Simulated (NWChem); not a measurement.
System: silene (CH$_{4}$Si); SMILES [SiH2]=C

Excerpt of the output:

```
             Northwest Computational Chemistry Package (NWChem) 7.3.0
             --------------------------------------------------------

 C2V symmetry detected

                             Geometry "geometry" -> ""
                             -------------------------

 Output coordinates in angstroms (scale by  1.889725989 to convert to a.u.)

  No.       Tag          Charge          X              Y              Z
 ---- ---------------- ---------- -------------- -------------- --------------
    1 C                    6.0000     0.00000000     0.00000000     1.18579659
    2 Si                  14.0000     0.00000000     0.00000000    -0.56173708
    3 H                    1.0000     0.00000000     0.90766613     1.76510325
    4 H                    1.0000     0.00000000    -0.90766613     1.76510325
    5 H                    1.0000     0.00000000    -1.20006697    -1.39033346
    6 H                    1.0000     0.00000000     1.20006697    -1.39033346

 Effective nuclear repulsion energy (a.u.)      50.7856648325

      Symmetry information
      --------------------

 Group name             C2v
 Group number             16
 Group order               4
 No. of unique centers     4

                                Z-matrix (autoz)
                                --------

 Units are Angstrom for bonds and degrees for angles

      Type          Name      I     J     K     L     M      Value
      ----------- --------  ----- ----- ----- ----- ----- ----------
    1 Stretch                  1     2                       1.74753
    2 Stretch                  1     3                       1.07678
    3 Stretch                  1     4                       1.07678
    4 Stretch                  2     5                       1.45833
    5 Stretch                  2     6                       1.45833
    6 Bend                     1     2     5               124.62347
    7 Bend                     1     2     6               124.62347
    8 Bend                     2     1     3               122.54755
    9 Bend                     2     1     4               122.54755
   10 Bend                     3     1     4               114.90490
   11 Bend                     5     2     6               110.75307
   12 Torsion                  3     1     2     5         180.00000
   13 Torsion                  3     1     2     6           0.00000
   14 Torsion                  4     1     2     5          -0.00000
   15 Torsion                  4     1     2     6         180.00000

                           NWChem Geometry Optimization
                           ----------------------------

 maximum gradient threshold         (gmax) =   0.000015
 rms gradient threshold             (grms) =   0.000010
 maximum cartesian step threshold   (xmax) =   0.000060
 rms cartesian step threshold       (xrms) =   0.000040
 fixed trust radius                (trust) =   0.300000
 source of zmatrix                         =   autoz

          -------------------
          Energy Minimization
          -------------------

 Using diagonal initial Hessian
 Scaling for Hessian diagonals: bonds = 1.00  angles = 0.25  torsions = 0.10

          --------
          Step   0

                                 NWChem DFT Module
                                 -----------------

 Summary of "ao basis" -> "ao basis" (spherical)
 ------------------------------------------------------------------------------
       Tag                 Description            Shells   Functions and Types
 ---------------- ------------------------------  ------  ---------------------
 C                           6-31g*                  6       14   3s2p1d
 Si                          6-31g*                  8       18   4s3p1d
 H                           6-31g*                  2        2   2s

      Symmetry analysis of basis
      --------------------------

        a1         20
        a2          2
        b1          7
        b2         11

[...]

      ----------------------
      Optimization converged
      ----------------------

  Step       Energy      Delta E   Gmax     Grms     Xrms     Xmax
  ---- ---------------- -------- -------- -------- -------- --------
@    6    -329.93915700 -5.8D-09  0.00001  0.00000  0.00002  0.00003
                                     ok       ok       ok       ok

                                Z-matrix (autoz)
                                --------

 Units are Angstrom for bonds and degrees for angles

      Type          Name      I     J     K     L     M      Value     Gradient
      ----------- --------  ----- ----- ----- ----- ----- ---------- ----------
    1 Stretch                  1     2                       1.71110   -0.00001
    2 Stretch                  1     3                       1.08653   -0.00000
    3 Stretch                  1     4                       1.08653   -0.00000
    4 Stretch                  2     5                       1.47951    0.00000
    5 Stretch                  2     6                       1.47951    0.00000
    6 Bend                     1     2     5               122.58536    0.00000
    7 Bend                     1     2     6               122.58536    0.00000
    8 Bend                     2     1     3               122.38393    0.00000
    9 Bend                     2     1     4               122.38393    0.00000
   10 Bend                     3     1     4               115.23215   -0.00000
   11 Bend                     5     2     6               114.82929   -0.00000
   12 Torsion                  3     1     2     5         180.00000    0.00000
   13 Torsion                  3     1     2     6           0.00000    0.00000
   14 Torsion                  4     1     2     5          -0.00000    0.00000
   15 Torsion                  4     1     2     6         180.00000    0.00000

                         Geometry "geometry" -> "geometry"
                         ---------------------------------

 Output coordinates in angstroms (scale by  1.889725989 to convert to a.u.)

  No.       Tag          Charge          X              Y              Z
 ---- ---------------- ---------- -------------- -------------- --------------
    1 C                    6.0000     0.00000000     0.00000000     1.15610599
    2 Si                  14.0000     0.00000000     0.00000000    -0.55499655
    3 H                    1.0000     0.00000000     0.91755050     1.73804021
    4 H                    1.0000     0.00000000    -0.91755050     1.73804021
    5 H                    1.0000     0.00000000    -1.24662145    -1.35179539
    6 H                    1.0000     0.00000000     1.24662145    -1.35179539

 Effective nuclear repulsion energy (a.u.)      51.2255003070

      Symmetry information
      --------------------

 Group name             C2v
 Group number             16
 Group order               4
 No. of unique centers     4

                Final and change from initial internal coordinates
                --------------------------------------------------

                                Z-matrix (autoz)
                                --------

 Units are Angstrom for bonds and degrees for angles

      Type          Name      I     J     K     L     M      Value       Change
      ----------- --------  ----- ----- ----- ----- ----- ---------- ----------
    1 Stretch                  1     2                       1.71110   -0.03643
    2 Stretch                  1     3                       1.08653    0.00975
    3 Stretch                  1     4                       1.08653    0.00975
    4 Stretch                  2     5                       1.47951    0.02118
    5 Stretch                  2     6                       1.47951    0.02118
    6 Bend                     1     2     5               122.58536   -2.03811
    7 Bend                     1     2     6               122.58536   -2.03811
    8 Bend                     2     1     3               122.38393   -0.16363
    9 Bend                     2     1     4               122.38393   -0.16363
   10 Bend                     3     1     4               115.23215    0.32725
   11 Bend                     5     2     6               114.82929    4.07622
   12 Torsion                  3     1     2     5         180.00000    0.00000
   13 Torsion                  3     1     2     6           0.00000    0.00000
   14 Torsion                  4     1     2     5          -0.00000    0.00000
   15 Torsion                  4     1     2     6         180.00000    0.00000

 ==============================================================================
                                internuclear distances
 ------------------------------------------------------------------------------
       center one      |      center two      | atomic units |  angstroms
 ------------------------------------------------------------------------------
    2 Si               |   1 C                |     3.23351  |     1.71110
    3 H                |   1 C                |     2.05324  |     1.08653
    4 H                |   1 C                |     2.05324  |     1.08653
    5 H                |   2 Si               |     2.79587  |     1.47951
    6 H                |   2 Si               |     2.79587  |     1.47951
 ------------------------------------------------------------------------------
                         number of included internuclear distances:          5
 ==============================================================================
```

Level: B3LYP/6-31G* (spherical d). 

Q: Reconstruct the input file.

A: One answer among several that fit: the input that was run:
```
start job
memory heap 200 mb stack 900 mb global 1100 mb
geometry units angstroms
  C     -1.201085    -0.062530    -0.042102
  Si     0.543016     0.028306     0.019008
  H     -1.825430     0.813330    -0.091492
  H     -1.733066    -0.998720    -0.033398
  H      1.431039    -1.126522     0.086556
  H      1.308924     1.269268     0.009607
end
basis spherical
  * library 6-31g*
end
dft
  xc b3lyp
  iterations 150
end
driver
  maxiter 150
  tight
end
task dft optimize
```
